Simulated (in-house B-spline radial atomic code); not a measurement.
Ho7+: [Kr] 4d10 4f9 5p5 (with a hole in an inner shell)

All numbers are computed (Dirac-Hartree-Fock, average of configuration; Fermi nucleus of rms radius 5.2022 fm) with a B-spline radial code for spherical atoms, not measured.

Z_r = [3n² - l(l+1)]/(2<r>); Z_e = n√(-2ε); the last column is Slater's effective charge. Values are occupation-weighted means over j. An effective charge above Z reflects the relativistic contraction of the inner shells.

```
shell  electrons   ε (eV)  <r> (bohr)    Z_r    Z_e  Slater
   1s          2   -56067     0.02074  72.34  64.19   66.70
   2s          2  -9596.8     0.08746  68.60  53.12   62.85
   2p          6  -8545.1     0.07774  64.32  50.12   62.85
   3s          2  -2286.3      0.2287  59.02  38.89   55.75
   3p          6  -1955.4      0.2276  54.91  35.96   55.75
   3d         10  -1516.8      0.2077  50.56  31.68   45.85
   4s          2  -568.02      0.5186  46.28  25.85   39.25
   4p          6  -455.97      0.5469  42.05  23.16   39.25
   4d         10  -296.39      0.5909  35.54  18.67   27.85
   4f          9  -125.34      0.6997  25.73  12.14   18.20
   5p          5  -123.89        1.33  27.45  15.09   14.65
```

The least bound orbital is 5p3/2 at -121.5 eV, and it is also the most diffuse (<r> = 1.352 bohr).

Spin-orbit splittings of the orbital energies (j = l + 1/2 above j = l - 1/2 when positive): 2p 859.1 eV, 3p 182.8 eV, 3d 39.44 eV, 4p 41.65 eV, 4d 7.742 eV, 4f 1.167 eV, 5p 7.139 eV.

For the 1s electron the small component carries 6.27 % of the norm, the zero-frequency Breit interaction raises the level by 175.2 eV, self-energy by 106.2 eV, and vacuum polarisation lowers it by 18.1 eV.
